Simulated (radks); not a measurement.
Neutral neodymium inside a hard spherical wall (all orbitals vanish at R), configuration held at [Xe] 4f4 6s2 and not refilled when levels cross. Method: scalar-relativistic Kohn-Sham, PBEsol, spin-unpolarised, spherical densities, point nucleus; computed with a radial shooting solver on a logarithmic mesh with Libxc functionals. Eigenvalues in eV, with the zero of energy where the potential of the charges vanishes at infinity; a dash marks a level that is unbound or too diffuse for the functional's potential to be trusted. A positive occupied level is held by the wall or, in an anion where self-interaction has pushed it up, behind a barrier. The pressure on the wall is -dE/dV.

R (bohr),E (hartree),kinetic (hartree),e(5s),e(5p),e(6s),"e(5d, empty)",e(4f),"e(6p, empty)",pressure (GPa)
free,-9620.4686,10239.048,-40.490,-22.098,-3.521,-1.933,-1.788,-1.217,0
20,-9620.4686,10239.048,-40.490,-22.098,-3.521,-1.933,-1.788,-1.216,< 0.0001
6,-9620.3253,10239.713,-37.878,-19.580,-0.289,0.603,0.836,4.179,8.60
5,-9620.0948,10240.594,-35.921,-17.744,3.621,2.895,2.932,9.888,35.3
4,-9619.3507,10243.421,-31.837,-13.821,14.327,8.339,7.648,24.216,197
2.5,-9610.4375,10274.271,-5.617,15.558,102.89,48.937,37.937,126.51,6670
2,-9594.2468,10324.199,31.319,58.993,223.54,105.00,70.912,256.76,32100
1.5,-9536.0927,10493.304,156.84,201.25,561.24,269.72,150.88,608.44,232000
